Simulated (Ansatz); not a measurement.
The cluster Sn5H7⁺ (the lowest singlet isomer of a short search). Total charge 1; singlet. Geometry PBE-D4/def2-SVP, basis def2-TZVP, Ansatz.

```xyz
12

Sn   -0.1148   -0.3367    1.2952
Sn   -2.5546    0.9514    0.6085
Sn    1.9210    1.2957   -0.3035
Sn    1.0518   -2.1529   -0.4338
Sn    1.9621   -0.6892   -2.8335
H    -3.3515    1.3367    2.0796
H     0.9468    0.7754   -1.9561
H    -2.1222    2.3572   -0.2885
H     2.4431   -2.8166    0.4111
H     0.2530   -0.4462    2.9861
H     2.9858   -0.1099   -1.1963
H    -3.4206   -0.1650   -0.3687
```

| run | HOMO (eV) | LUMO (eV) |
| --- | --- | --- |
| A | -10.03 | -6.84 |
| B | -9.34 | -7.45 |
| C | -9.54 | -7.42 |
| D | -9.86 | -6.99 |
| E | -11.92 | -5.15 |
| F | -11.64 | -5.26 |

In the def2 sets Sn takes a core potential; there is no spin–orbit coupling. LC-ωPBE has ω = 0.4 bohr⁻¹. B3LYP takes the VWN-RPA correlation. The structure comes from a short search, and lower isomers may exist.

**Question.** The runs used B3LYP, LC-ωPBE, PBE, PBE0, r2SCAN, ωB97M-V. Estimate which is which.

**Answer.** A PBE0 (25 % exact exchange); B PBE (0 % exact exchange); C r2SCAN (0 % exact exchange); D B3LYP (20 % exact exchange); E LC-ωPBE (range-separated); F ωB97M-V (range-separated). Exact exchange lowers occupied and raises empty levels; among semilocal functionals meta-GGAs tend to open the gap a little, and such runs are hard to tell apart. The gap grows from 1.90 eV (PBE) to 6.78 eV (LC-ωPBE). The restricted singlet is unstable towards broken spin symmetry in Hartree–Fock (as tested in another run); at PBE0-D4/def2-TZVP, PBE-D4/def2-TZVP, r2SCAN-D4/def2-TZVP, B3LYP-D4/def2-TZVP and others this wasn't settled.
